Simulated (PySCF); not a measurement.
Can point charges reproduce the dipole moment of `C=CCP(CP)C1CC1`?

Coordinates (GFN2-xTB, Å) and charges (e) from the PBE0/pcSseg-1 density (PySCF):

```csv
atom,x,y,z,Mulliken,IAO,Hirshfeld,ESP-fitted
C1,3.373,1.152,-0.060,-0.1504,-0.3306,-0.1063,-0.6196
C2,2.656,0.182,-0.599,-0.2178,-0.1292,-0.0403,+0.0297
C3,1.542,-0.521,0.093,-0.3733,-0.4348,-0.1154,-0.1373
P4,-0.101,-0.076,-0.695,+0.3860,+0.4945,+0.1612,-0.2918
C5,-0.206,1.656,-0.018,-0.6559,-0.6193,-0.1623,-0.0929
P6,-1.769,2.554,-0.470,+0.1099,+0.1921,+0.0598,-0.3903
C7,-1.170,-0.918,0.539,-0.4806,-0.3287,-0.0892,+0.1061
C8,-2.540,-1.368,0.117,-0.1862,-0.2852,-0.0913,-0.1953
C9,-1.461,-2.377,0.323,-0.1845,-0.2878,-0.0897,-0.4507
H10,3.205,1.487,0.951,+0.1079,+0.1421,+0.0429,+0.2152
H11,4.162,1.647,-0.600,+0.1176,+0.1516,+0.0454,+0.2235
H12,2.844,-0.134,-1.617,+0.1121,+0.1466,+0.0437,+0.1293
H13,1.513,-0.268,1.157,+0.1377,+0.1337,+0.0389,+0.0777
H14,1.649,-1.604,-0.016,+0.1624,+0.1549,+0.0424,+0.1084
H15,-0.101,1.658,1.073,+0.1608,+0.1429,+0.0367,+0.1121
H16,0.631,2.228,-0.435,+0.1878,+0.1641,+0.0342,+0.1947
H17,-2.640,1.538,-0.079,+0.0385,-0.0247,-0.0177,+0.1430
H18,-1.794,2.123,-1.795,+0.0418,-0.0208,-0.0198,+0.1554
H19,-1.049,-0.579,1.565,+0.1467,+0.1374,+0.0413,+0.1010
H20,-3.341,-1.312,0.839,+0.1335,+0.1508,+0.0486,+0.1072
H21,-2.853,-1.164,-0.897,+0.1360,+0.1503,+0.0425,+0.1036
H22,-1.042,-2.854,-0.552,+0.1352,+0.1477,+0.0444,+0.2131
H23,-1.512,-3.022,1.187,+0.1350,+0.1524,+0.0494,+0.1579
```

Problem. Compute μ = Σ q r for each scheme (1 e·Å = 4.803 D) and compare with the dipole of the full density.

Solution. The full density gives (0.29, -1.37, 1.00) D, 1.72 D in size; dipole vectors point from the negative to the positive end.

```tsv
scheme	μx	μy	μz	size (D)	share of the full size (%)	angle to the full dipole (°)
Mulliken	-1.12	-0.27	-1.05	1.55	90	112
IAO	-0.82	-0.15	-1.36	1.59	93	121
Hirshfeld	-0.16	-0.33	-0.26	0.45	26	80
ESP-fitted	0.31	-1.36	0.98	1.70	99	1
```

Problem. Which set comes closest?

Solution. Length of the difference vector: ESP-fitted 0.04 D, Hirshfeld 1.70 D, Mulliken 2.72 D, IAO 2.88 D. Closest: ESP-fitted. 

Problem. What is left for the Hirshfeld atoms' own dipoles?

Solution. The Hirshfeld atoms' densities add up to the full density, so μ = Σ q r + Σ (atomic dipoles). The atomic dipoles sum to (0.29, -1.37, 1.00) − (-0.16, -0.33, -0.26) = (0.45, -1.04, 1.26) D, 1.70 D in size.

Problem. With the origin at the mean of the coordinates, (0.000, 0.001, 0.000) Å, which are the largest single terms, by size, of the ESP-fitted dipole along the direction of the full one?

Solution. P6 +4.87, C9 -3.96, H18 -2.27, H23 +2.15, H22 +1.81 D; all 23 atoms together +1.70 D. The single terms depend on the origin, their sum doesn't.

Problem. Give the size of the full dipole in other units.

Solution. 1.72 D = 0.676 au = 0.358 e·Å = 5.73 × 10⁻³⁰ C·m.

Geometry: GFN2-xTB, one conformer, isolated molecule.

These values come from a run that also computed NMR shieldings. Rough CPU time on one thread of a shared machine: about 2.7 min (with the writing of density and orbital grids).
